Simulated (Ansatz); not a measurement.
Gas-phase electronic energies from Ansatz, PBE0-D4/def2-TZVP geometries. CCSD(T)/CBS is the MP2 limit (def2-TZVPP, def2-QZVPP) plus CCSD(T) − MP2 in def2-TZVPP, frozen cores. Functionals use def2-TZVPP. One conformer a species, not always the lowest.

`BCC=N` → `B1CCN1`  (isomerisation)

```json
{"species": "`BCC=N`", "B2PLYP energy (Eh)": "-159.29267"}
{"species": "`B1CCN1`", "B2PLYP energy (Eh)": "-159.34131"}
```

**Question.** Work out ΔE.

**Answer.** ΔE = (-159.34131) − (-159.29267) = -0.04864 Eh = -127.7 kJ/mol. CCSD(T)/CBS gives -133.7 kJ/mol.

**Question.** What do rigid-rotor, harmonic-oscillator terms from PBE0-D4/def2-TZVP frequencies (298.15 K, 1 bar) make of the CCSD(T)/CBS value? (Best estimate.)

**Answer.** Ansatz gave: ΔZPE = +13.9 kJ/mol, ΔH = -122.9 kJ/mol, ΔS = -24 J/(mol·K), ΔG = -115.9 kJ/mol.

Largest T1 diagnostic among the species: 0.013.

From BLYP to BHLYP (50 % exact exchange), in def2-TZVPP and without D4, ΔE moves by −14.3 kJ/mol. Leaving LDA and LC-ωPBE aside and taking each functional with its dispersion term where it has one, the values, not all of them listed here, spread over 33.7 kJ/mol, from PBE-QIDH to BLYP-D4. LDA lies −33.1 kJ/mol from PBE without D4.
